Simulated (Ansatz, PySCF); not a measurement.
InFBr2, SMILES [F][In]([Br])[Br]. Atoms are numbered in the order given.

```xyz
4

In     0.0000     0.0000     0.4904
F      0.0000     0.0000     2.4444
Br     0.0000     2.1860    -0.6576
Br     0.0000    -2.1860    -0.6576
```

Geometry optimised at B3LYP-D3(BJ)/def2-SVP. The structure was generated by enumeration; whether it is a known compound was not checked. The def2 effective core potentials stand for the cores of In; spin–orbit coupling is left out.

Vertical ionisation energy (IE) and electron affinity (EA) in eV. Rows of orbital energies are one-electron estimates. Where ΔSCF, EOM or ADC give a negative EA the extra electron is unbound and the value depends on the basis.

```json
[
 {"level": "−ε(HOMO), −ε(LUMO), PBE0/def2-TZVP (PySCF)", "IE": "___", "EA": "___"},
 {"level": "−ε(HOMO), −ε(LUMO), PBE/def2-TZVP (PySCF)", "IE": "7.66", "EA": "4.16"},
 {"level": "ΔSCF, PBE0/def2-SVPD (Ansatz), final states of multiplicity 2 and 2", "IE": "11.04", "EA": "1.73"},
 {"level": "ΔSCF, PBE/def2-SVPD (Ansatz), final states of multiplicity 2 and 2", "IE": "10.57", "EA": "1.77"}
]
```

Complete the blanks. (The exact figures need the calculation; the answer reports its results.)


- −ε(HOMO), −ε(LUMO), PBE0/def2-TZVP (PySCF), IE: 8.96
- −ε(HOMO), −ε(LUMO), PBE0/def2-TZVP (PySCF), EA: 3.34

What vertical singlet–triplet gap does ΔSCF give with PBE0/def2-SVPD (Ansatz, a quantum-chemistry and plane-wave program) and with PBE/def2-SVPD (Ansatz)? (Estimate from the structure and the level; the computed values follow.)

4.08 and 3.62 eV (triplet above singlet where positive).
